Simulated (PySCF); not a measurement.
Re+ (rhenium, charge +1) across methods

[Xe] 4f14 5d6, high-spin 5D determinant (an excited configuration). Computed with PySCF 2.14 in aug-cc-pwCVTZ-PP with ECP60MDF, with a scalar-relativistic core potential. The B2PLYP total includes its PT2 part (frozen core); its orbital energies are those of the SCF part.

```
 method  E (hartree)  mean ε 5p β (eV)  mean ε 5d α (eV)  mean ε 5d β (eV)  Σ⟨r²⟩ (bohr²)   ⟨S²⟩
 B2PLYP     -77.9153           -55.668           -14.887           -12.517          39.19  6.004
    UHF    -77.49585           -59.185           -17.064           -13.855          38.72  6.008
r2SCAN0     -78.1002           -53.991           -14.106           -11.726          39.20  6.005
   PBE0     -78.1035           -53.425           -13.819           -11.589          39.32  6.003
```

Energies and moments cover only the electrons outside the core potential. Spin-orbit coupling, absent here, splits the open shell strongly.
